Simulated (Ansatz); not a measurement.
`[F][Zr]([F])([Br])[Br]` + H–F → `[F][Zr]([F])([F])[Br]` + HBr at 500 K and 1 bar (ligand exchange at a Zr–Br bond).

Computed with Ansatz on PBE0-D4/def2-TZVP structures; ΔE is electronic, products minus reactants. CCSD(T)/CBS is the MP2 limit (def2-TZVPP, def2-QZVPP) plus CCSD(T) − MP2 in def2-TZVPP, frozen cores. This one scheme is used for every species. Elements past krypton have def2 core potentials. For Br, Zr outer-core shells are correlated without core-valence functions, which leaves a few kJ/mol of doubt a bond. Scalar relativity is left out up to krypton.

```
                 species  CCSD(T)/CBS energy (Eh)  H − E (kJ/mol)  S (J/(mol·K))
`[F][Zr]([F])([Br])[Br]`              -5393.52850            57.4          434.4
                     H–F               -100.39570            39.4          188.7
 `[F][Zr]([F])([F])[Br]`              -2920.00900            58.5          406.3
                     HBr              -2573.91920            30.5          213.7
```

H − E and S are ideal-gas, rigid-rotor, harmonic terms from PBE0-D4/def2-TZVP. 1 Eh = 2625.50 kJ/mol, R = 8.31446 J/(mol·K).

**Question.** By hand: ΔE, ΔH, ΔS and ΔG.

**Answer.** ΔE = (-2920.00900) + (-2573.91920) − (-5393.52850) − (-100.39570) = -0.00400 Eh = -10.5 kJ/mol. Δ(H − E) = 58.5 + 30.5 − 57.4 − 39.4 = -7.8, so ΔH = -18.3 kJ/mol. ΔS = 406.3 + 213.7 − 434.4 − 188.7 = -3.1 J/(mol·K). ΔG = -18.3 − 500 × (-3.1)/1000 = -16.8 kJ/mol.

**Question.** By hand: the equilibrium constant, and the temperature at which ΔG would vanish if ΔH and ΔS stayed fixed.

**Answer.** log₁₀ K = −ΔG/(RT ln 10) = 1.8. ΔG = 0 at ΔH/ΔS = 5903 K, far beyond where these terms or the molecules hold.

The number of gas molecules stays the same, so ΔS is small and ΔH decides. A doubt of 5 kJ/mol in ΔE shifts log₁₀ K by 0.5 here. These are equilibria of isolated gas molecules and say nothing of rates. Largest T1 diagnostic: 0.016 (customary marks: 0.02 for closed shells, 0.045 for open ones).
